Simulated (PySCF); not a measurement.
## Lu⁴⁴⁺: ionisation energy

Lu⁴⁴⁺ [Ar] 3d9 (2D) → Lu⁴⁵⁺ [Ar] 3d8 (3F), as a difference of total energies. Calculation: PySCF 2.14, in an even-tempered Gaussian basis (18 s from 8.8 bohr⁻², ratio 2.5; 13 p from 11 bohr⁻², ratio 2.5; 8 d from 11 bohr⁻², ratio 2.5; 4 f from 50 bohr⁻², ratio 2.7; 3 g from 75 bohr⁻², ratio 2.7); the spin-free X2C one-electron Hamiltonian (Gaussian nucleus). Correlated levels: outer shells: [Ne] frozen; virtual orbitals above 40 to 60 times the deepest correlated orbital energy dropped. The calculations carry no spin-orbit coupling.

```json
{"method": "UHF", "ionisation energy (eV)": "3727.9"}
{"method": "LDA", "ionisation energy (eV)": "3728.2"}
{"method": "PBE", "ionisation energy (eV)": "3726.9"}
{"method": "PBE0", "ionisation energy (eV)": "3727.8"}
{"method": "r2SCAN", "ionisation energy (eV)": "3726.6"}
{"method": "BP86", "ionisation energy (eV)": "3727.3"}
{"method": "TPSSh", "ionisation energy (eV)": "3726.1"}
{"method": "MP2 (outer shells)", "ionisation energy (eV)": "3729.7"}
{"method": "SCS-MP2 (outer shells)", "ionisation energy (eV)": "3729.4"}
```

Spin-orbit coupling is strong in these open shells (close to jj coupling). The scalar numbers leave it out and a first-order estimate fails, so it can dominate the gap to the real levels.

Breit and QED terms and the two-electron picture change are absent.

For comparison: 3706 ± 4 eV (theoretical estimate listed by NIST; NIST Atomic Spectra Database, ionization energies).
